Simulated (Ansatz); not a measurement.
The molecule CdH, multiplicity 2 (lowest of 2S+1 = 2, 4 at CCSD(T)/def2-TZVPP on PBE0 minima; our sources give no spin for the ground state, which may be another). No spin–orbit coupling.

Constants: fifth-degree fit in 1/R to seven points, most abundant isotopes. Runs in def2 and cc sets follow the lowest solution found near the PBE0 minimum.

Codes used: Ansatz (a first-principles code).  In def2 rows elements past Kr take small-core potentials, without spin–orbit coupling.

Energies at PBE/def2-TZVPP:

```csv
R (Å),E (hartree)
1.646162,-168.31255373
1.690414,-168.31425092
1.731126,-168.31515839
1.777147,-168.31556735
1.823169,-168.31544762
1.876271,-168.31479683
1.938223,-168.31352308
```

Question: With a reduced mass of 0.9990 u, find the minimum, the force constant and the constants.

Answer: A fifth-degree polynomial in 1/R puts the minimum at r_e = 1.7883 Å with force constant 103 N/m. Then ω_e = (1/2πc)√(k/μ) = 1320 cm⁻¹ and B_e = h/(8π²cμr_e²) = 5.276 cm⁻¹; the cubic and quartic terms give α_e = 0.25 and ω_e x_e = 51 cm⁻¹.
